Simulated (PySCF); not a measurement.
# Polarisability and C₆ of V²⁺ (vanadium, charge +2)

[Ar] 3d3, high-spin 4F determinant. All numbers are calculated (PySCF 2.14, the spin-free X2C one-electron Hamiltonian (Gaussian nucleus), in aug-cc-pwCVTZ-DK (10s9p7d4f3g, 127 functions)). Coupled (time-dependent) response in atomic units; α is the mean over directions.

```json
{"method": "PBE0", "mean α (bohr³)": "4.636", "C₆ (like pair)": "14.00", "S(−4)": "15.38"}
```

S(−4) is the Cauchy moment in α(ω) = α(0) + S(−4) ω² + …

α(iu) at PBE0:

| u (hartree) | α(iu) (bohr³) |
| --- | --- |
| 0 | 4.636 |
| 0.0500 | 4.599 |
| 0.100 | 4.492 |
| 0.200 | 4.147 |
| 0.300 | 3.749 |
| 0.500 | 3.068 |
| 0.750 | 2.468 |
| 1.00 | 2.040 |
| 1.50 | 1.457 |
| 2.00 | 1.082 |
| 3.00 | 0.6530 |
| 5.00 | 0.3095 |

For an ion, C₆ is the dispersion term alone; charge-induced terms of lower order in 1/R come first.
